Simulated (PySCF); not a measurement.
Spectrum to structure. The calculation used TDDFT PBE0/def2-SVPD, vertical, gas phase, core orbitals frozen in the response (PySCF). Geometries: GFN2-xTB, one conformer each.

| state | E (eV) | f | main configurations (H = HOMO, L = LUMO) |
| --- | --- | --- | --- |
| S1 | 5.86 | 0.0005 | H→L+1 (57%), H→L (33%), H→L+2 (8%) |
| S2 | 6.08 | 0.0084 | H→L (61%), H→L+1 (31%) |
| S3 | 6.52 | 0.023 | H→L+3 (63%), H→L+2 (27%) |
| S4 | 6.58 | 0.016 | H→L+2 (44%), H-1→L (31%), H→L+3 (12%) |
| S5 | 6.61 | 0.027 | H-1→L (55%), H→L+2 (18%), H→L+3 (15%) |
| S6 | 6.89 | 0.024 | H-1→L+1 (89%) |
| S7 | 7.09 | 0.028 | H→L+4 (84%) |
| S8 | 7.21 | 0.034 | H-1→L+2 (71%), H-1→L+3 (10%) |

Triplets computed (Tamm–Dancoff): 5.61, 5.94, 6.34 eV.

Orbital energies (eV): HOMO-3 -9.09, HOMO-2 -8.29, HOMO-1 -7.36, HOMO -6.61, LUMO 0.38, LUMO+1 0.64, LUMO+2 0.99.

**Question.** Which candidate is it?
A. `C[Si@@H]1NC[Si@H](O)N1`
B. `[H]/N=C\C1=CC[C@@H]1NC`
C. `N#Cc1nn([SiH3])cp1`

**Answer.** A. Its S1, at 5.86 eV, is the highest among the candidates; the nearest of the others has S1 at 5.22 eV. S1 is HOMO→LUMO+1 (57%), HOMO→LUMO (33%), HOMO→LUMO+2 (8%). Löwdin shares by element: HOMO nitrogen 56% or more, carbon 12% or more, silicon 9% or more, hydrogen 5% or more (atoms not listed hold the other 18%); LUMO silicon 32%, oxygen 21%, hydrogen 12% or more (atoms not listed hold the other 34%). At the same level the other candidates give, for their lowest levels:
- `N#Cc1nn([SiH3])cp1`: 5.22 eV (f 0.068); 5.38 eV (f 0.000); 5.58 eV (f 0.063); 5.72 eV (f 0.008); 6.13 eV (f 0.004); T1 3.75 eV; HOMO -7.68, LUMO -1.55 eV
- `[H]/N=C\C1=CC[C@@H]1NC`: 3.97 eV (f 0.002); 4.63 eV (f 0.002); 5.80 eV (f 0.362); 5.96 eV (f 0.046); 6.48 eV (f 0.001); T1 3.33 eV; HOMO -6.58, LUMO -1.30 eV

Without π bonds the low states are Rydberg-like; a valence basis with one diffuse set may place them up to an eV too high.
